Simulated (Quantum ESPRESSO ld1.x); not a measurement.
Problem. The mean radii <r> (bohr) of the occupied orbitals of an atom or ion are listed with their occupations. Method: non-relativistic Kohn-Sham, exchange-only LDA, spin-polarised, spherical densities, point nucleus; computed with ld1.x of Quantum ESPRESSO 7.5.

orbital  occ.      <r>
1s          2  0.03819
2s          2   0.1676
2p          6   0.1438
3s          2   0.4710
3p          6   0.4677
3d         10   0.4514
4s          2    1.215
4p          6    1.326

Name the element and its charge. Open shells, if any, are filled with parallel spins first.

Solution. Z = 40, zirconium, charge +4: Zr4+ in [Kr]. The 1s radius gives Z: for a bare nucleus <r> = 1.5/Z, 0.0375 bohr for Z = 40, and screening makes it slightly larger (0.03819 here). The occupations add up to 36, and the charge is Z minus that.
